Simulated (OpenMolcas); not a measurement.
V2+: moving the ligands

V2+ with its 6 nearest fluoride ions at 2.06 Å, on the Mg site of KMgF3 (a = 3.973 Å, distance in the model lattice 1.986 Å). The rest of the host is ab initio model potentials to 7.6 Å, with orthogonalisation functions on the cations behind the ligands, and point charges beyond; the distance is set by hand and nothing relaxes. Ligand basis ANO-RCC-VDZP.
```
V     0.0000    0.0000    0.0000
F     2.0600    0.0000    0.0000
F     0.0000    2.0600    0.0000
F    -2.0600    0.0000    0.0000
F     0.0000   -2.0600    0.0000
F     0.0000    0.0000    2.0600
F     0.0000    0.0000   -2.0600
```

| Property | Result |
| --- | --- |
| Program | OpenMolcas |
| Method | CASSCF |
| Basis | ANO-RCC-VTZP [6s5p3d2f1g] |
| Scalar Hamiltonian | DKH2, point nucleus |
| Active space | 3 electrons in 5 orbitals (3d) |
| State averaging | 2S+1 = 4 even, 10 roots; 2S+1 = 2 even, 40 roots |
| Spin-orbit coupling | state interaction with AMFI integrals over the reference wave functions |

Runs around this geometry, states (labels of O, the rotations of Oh). Energies in cm-1 above the lowest state or level, χT in cm3 K/mol; 10Dq and B are least-squares fits to the states below 45000 cm-1, weighted by degeneracy, with a free offset, and given where the rms deviation is under 5 % of |10Dq| (or 100 cm-1) and under 700 cm-1.

| R (Å) | Ground state | First state of that spin | 10Dq | B (rms of fit) | First gap with spin-orbit (degeneracies) | χT at 300 K | First state of another spin |
| --- | --- | --- | --- | --- | --- | --- | --- |
| 1.986 | 4A2 | 4T2 14239 | 14529 | 969 (182) | 14170 (4, 2) | 1.860 | 2E 16831 |
| 2.06 | 4A2 | 4T2 11765 | 12245 | 938 (208) | 11696 (4, 2) | 1.856 | 2E 16765 |
| 2.1 | 4A2 | 4T2 10628 | 11138 | 933 (171) | 10560 (4, 2) | 1.854 | 2E 16730 |

Taking |10Dq| as R^-n, n = -ln(11138 / 14529) / ln(2.1 / 1.986) = 4.8 between the shortest and longest distance. The point-charge formula for a cubic d site gives n = 5.

Without dynamic correlation the repulsion within the d shell is too large (B by tens of per cent), so at a given field states of lower spin stand too high. Ligand-to-metal charge-transfer states are missing. With no ligand orbital active B as a rule stays too high, so bands that hang on it stand too high and its fall with covalency is understated. With metal d orbitals alone and no dynamic correlation 10Dq can be off by a tenth to a fifth, either way, in oxide and fluoride hosts. No measured value stands beside these numbers; the geometry was set by hand and not optimised.
